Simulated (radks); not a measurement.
Charge is removed step by step from the 3d down level of Rb3+, starting from [Ar] 3d(up 5, down 5) 4s2 4p4. Calculated with a radial shooting solver on a logarithmic mesh with Libxc functionals: scalar-relativistic Kohn-Sham, r2SCAN, spin-polarised, spherical densities, finite nucleus; open shells are filled with parallel spins first (spin-orbit coupling, left out, can overturn this in heavy ions); meta-GGA in the generalised Kohn-Sham scheme; Fermi nuclear charge, rms radius 4.2036 fm.

| removed (e) | E - E(0) (eV) | eigenvalue (eV) | E minus straight line (eV) |
|---|---|---|---|
| 0 | 0.000 | -140.94 | 0.000 |
| 0.1 | 14.239 | -143.94 | -1.382 |
| 0.2 | 28.780 | -146.97 | -2.462 |
| 0.3 | 43.625 | -150.02 | -3.239 |
| 0.4 | 58.775 | -153.09 | -3.710 |
| 0.5 | 74.233 | -156.18 | -3.873 |
| 0.6 | 90.001 | -159.29 | -3.726 |
| 0.7 | 106.08 | -162.42 | -3.267 |
| 0.8 | 122.48 | -165.57 | -2.495 |
| 0.9 | 139.18 | -168.73 | -1.406 |
| 1 | 156.21 | -171.92 | 0.000 |

Removing the whole electron costs 156.21 eV by Delta-SCF, against 140.94 eV from minus the eigenvalue at the starting occupation. Slater's transition state (half an electron removed) gives 156.18 eV. Integrating minus the eigenvalue over the occupation (Janak's theorem) gives 156.26 eV. In this scalar-relativistic scheme the density is built from large components alone, so the theorem holds only approximately. The mean slope of the eigenvalue, de/dn, is 31.0 eV per electron.
